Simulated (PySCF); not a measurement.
C2Cl3, SMILES Cl[C]=C(Cl)Cl (connectivity only; charge and spin as stated), charge +1, multiplicity 1.

Geometry optimised at PBE0-D3(BJ)/def2-SVP. The multiplicity is an assumed one; other spin states were not compared. The isomer is the one that the SMILES or the coordinates give; other isomers of the formula were not compared.

Computed with TDA-CAM-B3LYP/def2-SVPD (PySCF 2.14.0).

Vertical excitations. Gas-phase values at a fixed geometry. State labels are in the subgroup C2v.

Task: Estimate the UV-visible absorptions. (Estimate from the structure and the level; the computed values follow.)

Result: 
| state | symmetry | energy (eV) | λ (nm) | f | main pairs |
|---|---|---|---|---|---|
| S1 | A2 | 1.39 | 893 | 0.000 | HOMO→LUMO 98 % |
| S2 | A1 | 3.96 | 313 | 0.017 | HOMO−1→LUMO 94 % |
| S3 | B1 | 4.10 | 303 | 0.000 | HOMO−2→LUMO 99 % |
| S4 | B2 | 4.69 | 264 | 0.041 | HOMO−3→LUMO 95 % |
| S5 | A2 | 5.54 | 224 | 0.000 | HOMO−4→LUMO 95 % |
| S6 | A1 | 6.41 | 193 | 0.161 | HOMO→LUMO+1 68 %, HOMO−5→LUMO 20 % |
| S7 | B1 | 6.50 | 191 | 0.000 | HOMO→LUMO+2 96 % |
| S8 | A2 | 6.74 | 184 | 0.000 | HOMO−1→LUMO+1 99 % |
| S9 | A2 | 7.01 | 177 | 0.000 | HOMO−6→LUMO 94 % |
| S10 | B1 | 7.16 | 173 | 0.000 | HOMO−3→LUMO+1 97 % |
| T1 | A2 | 0.85 | 1460 | 0 | HOMO→LUMO 97 % |
| T2 | A1 | 3.57 | 347 | 0 | HOMO−1→LUMO 98 % |
| T3 | B1 | 3.89 | 319 | 0 | HOMO−2→LUMO 98 % |
| T4 | A1 | 3.90 | 318 | 0 | HOMO→LUMO+1 94 % |
Triplets are in the Tamm–Dancoff approximation.
